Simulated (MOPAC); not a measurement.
MOPAC input (PM7):

```
PM7 PRECISE GNORM=0.05 LET XYZ CHARGE=1 GEO-OK AUX(PRECISION=9) THREADS=1
C2H3O

C    -0.59228900 1   -0.52606600 1   -0.26946000 1
C     0.65778700 1   -0.50181500 1   -0.12513500 1
O    -0.06076300 1    0.77407900 1    0.39623000 1
H    -1.61871900 1   -0.79151600 1   -0.45819800 1
H     1.70961200 1   -0.72694800 1   -0.07393200 1
H     0.00222300 1    1.49311500 1   -0.27014200 1
```

From the output:

```
                                                       MOPAC v23.2.5 Linux

          FINAL HEAT OF FORMATION =        238.81012 KCAL/MOL =     999.18154 KJ/MOL

          COSMO AREA              =         78.82 SQUARE ANGSTROMS
          COSMO VOLUME            =         61.19 CUBIC ANGSTROMS

          GRADIENT NORM           =          0.02109          =       0.00861 PER ATOM
          IONIZATION POTENTIAL    =         17.741053 EV
          HOMO LUMO ENERGIES (EV) =        -17.741 -7.310
          NO. OF FILLED LEVELS    =          8
          MOLECULAR WEIGHT        =         43.0451         POINT GROUP:  Cs

          MOLECULAR DIMENSIONS (Angstroms)

            Atom       Atom       Distance
            H     5    H     4     3.39827
            H     6    H     4     2.25372
            H     5    O     3     0.68005

          SCF CALCULATIONS        =         16

   ATOM   CHEMICAL          X               Y               Z
  NUMBER   SYMBOL      (ANGSTROMS)     (ANGSTROMS)     (ANGSTROMS)

     1       C         -0.62352441  *  -0.52423699  *  -0.26473457  *
     2       C          0.68703222  *  -0.49881412  *  -0.11342743  *
     3       O         -0.05940696  *   0.74226148  *   0.38982802  *
     4       H         -1.64247552  *  -0.75555936  *  -0.46432966  *
     5       H          1.73274538  *  -0.69008175  *  -0.07465020  *
     6       H          0.00431369  *   1.53038688  *  -0.29451327  *

                             CARTESIAN COORDINATES

   1    C       -0.623524409    -0.524236993    -0.264734573
   2    C        0.687032220    -0.498814120    -0.113427428
   3    O       -0.059406964     0.742261485     0.389828017
   4    H       -1.642475521    -0.755559363    -0.464329657
   5    H        1.732745378    -0.690081751    -0.074650200
   6    H        0.004313693     1.530386884    -0.294513275

           Empirical Formula: C2 H3 O  =     6 atoms

      MOLECULAR POINT GROUP   :   Cs

                  EIGENVALUES
 -39.73946 -33.16784 -27.44588 -25.17843 -23.19558 -21.39272 -21.24117 -17.74105
  -7.31008  -6.64906  -5.50358  -3.24714  -2.91126  -1.02691  -0.97121

              NET ATOMIC CHARGES AND DIPOLE CONTRIBUTIONS

  ATOM NO.   TYPE          CHARGE      No. of ELECS.   s-Pop       p-Pop
    1          C           0.117164        3.8828     1.19345     2.68938
    2          C           0.117166        3.8828     1.19345     2.68938
    3          O          -0.134157        6.1342     1.89551     4.23865
    4          H           0.270268        0.7297     0.72973
    5          H           0.270267        0.7297     0.72973
    6          H           0.359293        0.6407     0.64071
 DIPOLE           X         Y         Z       TOTAL
 POINT-CHG.     0.209    -0.253    -1.767     1.798
 HYBRID        -0.031     0.858     0.123     0.867
 SUM            0.178     0.605    -1.645     1.762

          ATOMIC ORBITAL ELECTRON POPULATIONS

     Atom    s        px        py        pz
    1  C   1.19345   1.04442   0.68036   0.96461
    2  C   1.19345   1.04127   0.68235   0.96576
    3  O   1.89551   1.61114   1.23960   1.38790
    4  H   0.72973
    5  H   0.72973
    6  H   0.64071

 **********************
 *                    *
 * JOB ENDED NORMALLY *
 *                    *
 **********************

 == MOPAC DONE ==
```

The dipole moment of an ion depends on the origin.

The geometry given is a B3LYP-D3(BJ)/def2-TZVP minimum.
